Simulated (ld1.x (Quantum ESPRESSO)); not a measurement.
# arsenic: one change to a PAW potential, before and after

| Quantity | Value |
| --- | --- |
| Element | arsenic |
| Generator | ld1.x (Quantum ESPRESSO) 7.5 |
| Type | PAW |
| Functional | PBE |
| Relativity | scalar-relativistic |
| Frozen core | [Ar] 3d10 |
| Valence charge | 5 |
| Reference configuration | 4s2 4p3 |
| Partial waves | 4s (bound): rcut 1.30, rcutus 1.70 bohr; 4s channel at 0.05 Ry: rcut 1.30, rcutus 1.70 bohr; 4p (bound): rcut 1.60, rcutus 1.85 bohr; 4p channel at -0.05 Ry: rcut 1.60, rcutus 1.85 bohr; 4d channel at 0.45 Ry: rc 1.50 bohr |
| Local potential | the d channel |
| Core correction | a·sin(br)/r model core, default radius (core density twice the valence density) |
| Augmentation charge | PSQ, inside the norm-conserving radii |

Change: type TM semilocal; waves now 4s (bound): rc 1.70 bohr; 4d channel at 0.45 Ry: rc 1.50 bohr; 4p (bound): rc 1.85 bohr; local potential the p channel.

Cutoffs: the cutoffs (Ry, on a coarse ladder) from which the occupation-weighted sum of valence levels, in a spherical-Bessel basis at the reference potential, stays within 10 and 1 mRy of its value at 400 Ry; they do not see the model core or the augmentation charge, which bear on the density cutoff. Errors are all-electron minus pseudo energies relative to the spin-unpolarised reference configuration.

Q: How do hardness, ghosts and transferability respond?

A: The potential gets harder (10 Ry and 25 Ry → 35 Ry and 50 Ry); the bound ghost in s disappears; of the 7 tests that both files solve, the error grows in 0 and shrinks in 6 by more than 15 % and 0.3 meV (median size 12.7 → 9.1 meV). A semilocal file is local in each channel, so a ghost entry of none says nothing of the separable form that plane-wave codes build from it. Several settings change at once here, so the effects cannot be laid on one of them.

| quantity | base | changed |
| --- | --- | --- |
| cutoff, loose | 10 Ry | 35 Ry |
| cutoff, tight | 25 Ry | 50 Ry |
| loose cutoff by channel (10 mRy a level) | s 6 Ry, p 6 Ry | s 18 Ry, p 6 Ry |
| bound ghosts | s | none |
| error for 4s2 4p2, meV [ΔE 9.15 eV] | -5.2 | -2.8 |
| error for 4s2 4p1, meV [ΔE 27.07 eV] | -37 | -20 |
| error for 4s2 4p0, meV [ΔE 54.77 eV] | -145 | -85 |
| error for 4s2 4p3.3, meV [ΔE -1.23 eV] | +0.1 | +0.2 |
| error for 4s1 4p4, meV [ΔE 9.42 eV] | -13 | -9.1 |
| error for 4s0 4p5, meV [ΔE 19.06 eV] | -53 | -35 |
| error for 4s2 4p2.5, meV [ΔE 3.56 eV] | -1.2 | -0.7 |
| s: phases at 2.01 bohr within 0.05 rad from the reference energy up to (Ry; the scan ends near 5) | to the end of the scan | 4.1 |
| p: phases at 2.01 bohr within 0.05 rad from the reference energy up to (Ry; the scan ends near 5) | to the end of the scan | to the end of the scan |
| d: phases at 2.01 bohr within 0.05 rad from the reference energy up to (Ry; the scan ends near 5) | 1.0 | 1.0 |

 A true bound ghost makes a file unfit for plane-wave use even where its test errors are small: the radial tests pick states by their node count and pass the ghost by.
